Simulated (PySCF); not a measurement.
CdFHS, SMILES [F][Cd][SH]. Coordinates come from a B3LYP-D3(BJ)/def2-TZVP optimisation. The def2 effective core potentials stand for the cores of Cd; spin–orbit coupling is left out. Other conformers were not sampled.

All values below come from B3LYP-D3(BJ)/def2-TZVP (PySCF).

Harmonic wavenumbers (cm⁻¹): 107, 111, 341, 573, 681, 2664. Rotational constants (GHz): 287.4, 2.079, 2.064; symmetry number 1.

Task: Work out the zero-point energy and the ideal-gas rigid-rotor harmonic-oscillator thermochemistry at 298.15 K and 1 atm.

Result: ZPE = ½ Σ hcν = ½ × 4477 cm⁻¹ = 6.40 kcal/mol. H − E(el) = 10.09 kcal/mol. Entropy in cal/(mol K): translation 41.20, rotation 23.08, vibration 8.61, total 72.89. G − E(el) = -11.64 kcal/mol. Cp = 15.38 cal/(mol K). Modes under 150 cm⁻¹ make the vibrational entropy uncertain.
